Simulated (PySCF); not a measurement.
Species: C5H8OS.
Cartesian coordinates in Å at the PBE0-D3(BJ)/def2-SVP level; atoms count from 1:
```
atom  x, y, z in Å
C1     1.972    0.107    0.683
C2     1.328   -0.179   -0.638
S3     2.182   -0.684   -1.929
C4    -0.159   -0.006   -0.718
C5    -0.933   -0.939    0.245
O6    -1.263    0.139    1.111
C7    -0.798    1.089    0.158
H8     2.942   -0.398    0.765
H9     1.320   -0.159    1.530
H10    2.155    1.194    0.761
H11   -0.478   -0.042   -1.767
H12   -1.824   -1.397   -0.222
H13   -0.347   -1.729    0.745
H14   -0.123    1.839    0.602
H15   -1.628    1.615   -0.348
```

Level of theory: core-valence-separated Tamm–Dancoff BHandHLYP/aug-pcX-1 (pcseg-1 on H, def2-SVPD on S) in PySCF, non-relativistic, gas phase, PBE0-D3(BJ)/def2-SVP geometry. The energies are unshifted.

The lowest roots of each edge with f over 0.003 (five at most, numbered afresh; weaker and dark ones are left out), with transition dipoles (au) in the frame of the coordinates:

```tsv
root	edge	E (eV)	μx	μy	μz
1	C	282.04	-0.0161	-0.1004	0.0285
2	C	285.78	-0.0348	-0.0098	0.0421
3	C	285.82	-0.0146	-0.0283	-0.0202
4	C	286.03	0.0280	-0.0166	-0.0343
5	C	286.33	0.0261	0.0080	0.0479
6	O	532.55	0.0021	-0.0159	-0.0013
7	O	533.07	0.0097	0.0030	-0.0279
8	O	533.76	0.0048	0.0507	-0.0031
9	O	534.05	0.0023	-0.0136	-0.0175
10	O	535.04	0.0023	0.0323	-0.0016
```

Task: What are the oscillator strengths?

Result: f = (2/3) ΔE |μ|², with ΔE in hartree (27.2114 eV):

```
root  ΔE (Eh)  |μ|² (au)      f  core hole on
   1  10.3648   0.011152  0.077            C2
   2  10.5023   0.003079  0.022            C5
   3  10.5036   0.001422  0.010            C1
   4  10.5114   0.002236  0.016            C7
   5  10.5224   0.003040  0.021            C4
   6  19.5709   0.000259  0.003            O6
   7  19.5900   0.000882  0.012            O6
   8  19.6152   0.002603  0.034            O6
   9  19.6259   0.000497  0.006            O6
  10  19.6624   0.001051  0.014            O6
```

Task: Molecules are fixed in this frame and the field points along x. What effective strengths 3 f cos²θ do the roots have (θ between field and μ)?

Result: root 1 (C2): 0.005, root 2 (C5): 0.025, root 3 (C1): 0.004, root 4 (C7): 0.016, root 5 (C4): 0.014, root 6 (O6): 0.000, root 7 (O6): 0.004, root 8 (O6): 0.001, root 9 (O6): 0.000, root 10 (O6): 0.000. Root 2 is the strongest. Averaged over all orientations cos²θ is 1/3, which gives f back.

The run took about 80 s of CPU time (one thread, shared machine).

One conformer stands for the species.
